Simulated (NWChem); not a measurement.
Species: CH$_{4}$BClO; SMILES COBCl

```xyz
8

B     -0.5152     0.0792     0.0000
H     -1.7057    -0.1261     0.0000
Cl     0.0704     1.7374     0.0000
O      0.3824    -0.9076     0.0000
C      0.0222    -2.2681     0.0000
H      0.4450    -2.7535    -0.8923
H      0.4450    -2.7535     0.8923
H     -1.0715    -2.4024     0.0000
```
Atoms are numbered in this order, from 1.

Level: PBE0/def2-SVP (NWChem), optimised geometry, unscaled harmonic frequencies. 

### Question
List the harmonic frequencies with IR intensities, and the thermochemistry.

### Answer
| frequency (cm⁻¹) | IR intensity (km/mol) |
|---|---|
| 132 | 2.3 |
| 167 | 1.1 |
| 248 | 2.8 |
| 392 | 10.9 |
| 842 | 82.8 |
| 867 | 29.8 |
| 1031 | 39.6 |
| 1131 | 9.2 |
| 1187 | 0.4 |
| 1194 | 71.2 |
| 1406 | 438.8 |
| 1469 | 5.2 |
| 1475 | 9.3 |
| 1503 | 159.0 |
| 2638 | 122.1 |
| 3051 | 44.7 |
| 3154 | 17.6 |
| 3162 | 14.0 |

```
Quantity                                                                           Result
-----------------------------------------------------------------------  ----------------
zero-point energy                                                           35.8 kcal/mol
thermal correction to the enthalpy at 298.15 K (with zero-point energy)     39.6 kcal/mol
heat capacity Cv                                                         15.5 cal/(mol K)
entropy at 298.15 K and 1 atm (symmetry number 1)                        72.3 cal/(mol K)
dipole moment                                                                      2.70 D
```

Rigid rotor and harmonic oscillator.
